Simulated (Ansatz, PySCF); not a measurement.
Process, species as SMILES: O[SiH2] → [O][SiH3]
Geometries: B3LYP-D3(BJ)/def2-TZVP minima from Ansatz (a program for electronic structure), one conformer each, not searched for the lowest.

Wanted: isomerisation energy (0 K, with B3LYP-D3(BJ) harmonic zero-point energies from PySCF), in eV. Valence correlation only, unless marked. Open shells are spin-unrestricted. No spin-orbit coupling. Non-relativistic. Basis-set limits of correlation are two-point, X^-3; Hartree-Fock from the larger set. [CCSD(T)-MP2]/basis is that difference in the basis named.

```tsv
level	program	isomerisation energy (eV)
HF/def2-SVPD	Ansatz	0.55
SVWN5/def2-TZVPD	Ansatz	1.41
```

**Question.** Predict the RI-MP2/CBS(aug-cc-pV(T+d)Z,aug-cc-pV(Q+d)Z)+[CCSD(T)-MP2]/aug-cc-pV(T+d)Z result (Ansatz).

**Answer.** 1.16 eV
